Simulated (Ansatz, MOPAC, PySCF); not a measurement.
Pair of molecules: CH4 (SMILES C) (first 5 atoms) with CH3Cl (SMILES CCl); geometry from B3LYP-D3(BJ)/def2-TZVP, rigid monomers moved along the line of their centres of mass till H2···Cl7 is 3.51 Å.
(charge 0, multiplicity 1):
| atom | x (Å) | y (Å) | z (Å) |
|---|---|---|---|
| C | -0.0214 | 0.0355 | -0.0952 |
| H | 0.4119 | 0.5722 | 0.7471 |
| H | -1.1086 | 0.0795 | -0.0370 |
| H | 0.3077 | 0.4917 | -1.0277 |
| H | 0.3016 | -1.0049 | -0.0701 |
| C | -0.8145 | -0.5597 | 3.8756 |
| Cl | 0.4429 | 0.6625 | 4.2575 |
| H | -1.1330 | -1.0217 | 4.8050 |
| H | -1.6458 | -0.0543 | 3.3939 |
| H | -0.3810 | -1.2976 | 3.2081 |

Monomers are frozen at their geometry in the pair; levels with a basis set take the counterpoise correction. Rows marked so take none.

Rows in 3-21G carry no dispersion term and start afresh at each structure. The state that PM7 reach isn't checked; PM7 holds dispersion and hydrogen-bond terms.

Run with Ansatz (a first-principles code) with Gaussian orbitals; MOPAC for PM7 (differences of heats of formation); PySCF for 3-21G rows. Each number belongs to the level named beside it.

Question: Estimate the interaction energy that PM7 returns for this input.

Answer: -4 kJ/mol
